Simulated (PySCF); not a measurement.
**Identify the compound**

An unknown has the formula C7H7FSi. Its calculated NMR data are:

¹H NMR (500 MHz, computed): δ 7.09 (m, 1H), 6.06 (m, 1H), 4.64 (m, 2H), 2.30 (s, 3H).

¹³C{¹H} NMR (computed): δ 182.3 (C), 153.6 (CH), 133.0 (CH), 107.4 (C), 100.8 (C), 80.2 (C), 6.7 (CH3).

Calculated, not measured (PySCF): shielding tensors at PBE0/pcSseg-1 (GIAO), coordinates at the GFN2-xTB level. Non-relativistic Hamiltonian, one averaged value for each set of equivalent atoms, gas phase, one conformer.

Referencing at the same level of theory: TMS for ¹H and ¹³C.

**Question.** Choose the structure that fits.
A. CC#CC1=C(F)C=C[SiH2]1
B. C#C[Si@H]1C/C(=C/F)C1=C
C. C#C[C@@H]1[SiH2]/C(=C\F)C1=C

**Answer.** A. 

1. The formula gives 5 degrees of unsaturation (1 ring in the answer).
2. 7 carbon signals for 7 carbons: no two carbons are equivalent.
3. Carbon types of the structure: 4 × C, 2 × CH, 1 × CH3, leaving 2 H on heteroatoms.
4. δC 182.3, 100.8: fully substituted alkene carbon.
5. δC 153.6, 133.0: alkene CH; as expected for a trigonal carbon in a double bond.
6. δC 107.4, 80.2: alkyne carbon.
7. δC 6.7: propargylic methyl carbon; aliphatic region, no heteroatom directly attached.
8. δH 7.09, 6.06: hydrogen on an alkene CH; a vinylic proton, deshielded by the sp2 carbon and the C=C anisotropy.

The others: C#C[Si@H]1C/C(=C/F)C1=C would give 7 signals for carbon-bound and other non-exchanging H, not 4; C#C[C@@H]1[SiH2]/C(=C\F)C1=C would give 7 signals for carbon-bound and other non-exchanging H, not 4.

Splittings by ¹⁹F in the carbon and heteronuclear signals aren't shown, as no couplings were computed. Shifts are as computed. Against solution values, carbons near 30 ppm lie about +3 ppm off and those near 130 ppm about +5 ppm. Of 1309 compounds with measured shifts, 239 miss one by over three times the rms of a fit or turn the order of signals round; such compounds aren't used in these exercises. No couplings were computed; multiplicities are counted from neighbouring protons, with m where these are inequivalent, close in shift, in a saturated or five-membered ring or joined by F or P, and br s for small geminal =CH2 splittings.
